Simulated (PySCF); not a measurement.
C₇H₉NSSi.
Geometry (PBE0-D3(BJ)/def2-SVP, Å), atoms numbered from 1 in this order:
```xyz
19
C7H9NSSi angstrom
Si    -2.5774    0.0623   -0.6883
C     -1.4234    1.2418    0.2461
C     -0.2780    0.5373    0.9016
C     -0.1093    0.3726    2.2551
S      1.3133   -0.5208    2.7014
C      1.7465   -0.7145    1.0405
C      2.7468   -1.2963    0.2163
C      2.3689   -1.0161   -1.0823
N      1.2002   -0.2948   -1.0792
C      0.8015   -0.1017    0.2164
H     -3.7028    0.8258   -1.3119
H     -1.8239   -0.6284   -1.7823
H     -3.1311   -0.9685    0.2378
H     -1.0611    2.0046   -0.4664
H     -2.0232    1.7800    0.9964
H     -0.7670    0.7475    3.0390
H      3.6319   -1.8507    0.5179
H      2.8560   -1.2840   -2.0175
H      0.7075    0.0162   -1.9032
```

Computed with PBE0-D3(BJ)/def2-SVP geometry optimisation, gas phase in PySCF 2.14.0.

Masses are those of the commonest isotopes; rigid-rotor values at the optimised geometry. The values belong to one conformer with, in the numbering `[SiH3:1][CH2:2][c:3]1[cH:4][s:5][c:6]2[cH:7][cH:8][nH:9][c:10]12`, Si1–C2–C3–C4 -110°.

(1) What are A, B and C (MHz)?

(2) Classify the top.

(3) Is it planar, by Δ = Ic − Ia − Ib?

(4) Where do the levels up to J = 4 lie, in K?

(5) Predict some low-J microwave lines.

(6) Estimate the classical rotational partition function at 10 K, 298.15 K and 500 K.

Answers

(1) Ia = 333.16, Ib = 642.41, Ic = 908.36 u·Å²; 505379 MHz·u·Å²/I gives A = 1517, B = 786.7, C = 556.4 MHz.

(2) An asymmetric top: κ = (2 × 786.7 − 1517 − 556.4)/(1517 − 556.4) = -0.52.

(3) Not planar: Δ = Ic − Ia − Ib = -67.21 u·Å². For a rigid frame Δ = −2 Σ m c², so Σ m c² = 33.61 u·Å² lies off the ab plane: 8.87 from hydrogen and 24.74 from heavier atoms. The atom farthest from that plane is 1.77 Å away.

(4) Above 0(0,0), as E/k:
J = 1: 1(0,1) 0.064, 1(1,1) 0.100, 1(1,0) 0.111
J = 2: 2(0,2) 0.191, 2(1,2) 0.217, 2(1,1) 0.251, 2(2,1) 0.356, 2(2,0) 0.358
J = 3: 3(0,3) 0.376, 3(1,3) 0.393, 3(1,2) 0.459, 3(2,2) 0.549, 3(2,1) 0.560, 3(3,1) 0.753, 3(3,0) 0.753
J = 4: 4(0,4) 0.616, 4(1,4) 0.625, 4(1,3) 0.733, 4(2,3) 0.805, 4(2,2) 0.834, 4(3,2) 1.015, 4(3,1) 1.017, 4(4,1) 1.295, 4(4,0) 1.296
The levels of one J sum to (2J + 1)J(J + 1)(A + B + C)/3.

(5) The dipole components are |μa| = 1.64 D, |μb| = 1.60 D, |μc| = 0.98 D. Intensities carry the squares of the components, which stand as 1.00 : 0.95 : 0.36 (a : b : c). Some of the stronger lines:

```csv
type,branch,"J(Ka,Kc)",MHz,lower level (cm⁻¹)
a,Q,"2(1,1) ← 2(1,2)",691,0.151
c,Q,"1(1,1) ← 1(0,1)",730,0.045
b,Q,"1(1,0) ← 1(0,1)",961,0.045
a,R,"1(0,1) ← 0(0,0)",1343,0.000
b,R,"3(1,2) ← 2(2,1)",2151,0.247
a,R,"2(1,2) ← 1(1,1)",2456,0.069
a,R,"2(1,1) ← 1(1,0)",2916,0.077
b,R,"2(1,2) ← 1(0,1)",3186,0.045
a,R,"3(0,3) ← 2(0,2)",3855,0.133
c,Q,"3(3,1) ← 3(2,1)",4033,0.389
b,R,"3(1,3) ← 2(0,2)",4203,0.133
b,R,"3(2,2) ← 2(1,1)",6220,0.174
c,R,"3(2,1) ← 2(1,1)",6441,0.174
c,R,"3(3,1) ← 2(2,1)",8283,0.247
```

(6) Point group C1, symmetry number σ = 1; q = (√π/σ)·√((kT/h)³/(ABC)), k/h = 20836.6 MHz/K: 6540 at 10 K, 1070000 at 298.15 K, 2310000 at 500 K.

No frequency check. These are rigid-rotor constants of the computed structure; measured ground-state constants (B0) also hold zero-point vibration. A rigid rotor knows nothing of internal rotation, which can split or shift real lines. Quadrupole hyperfine structure (14N) is left out.
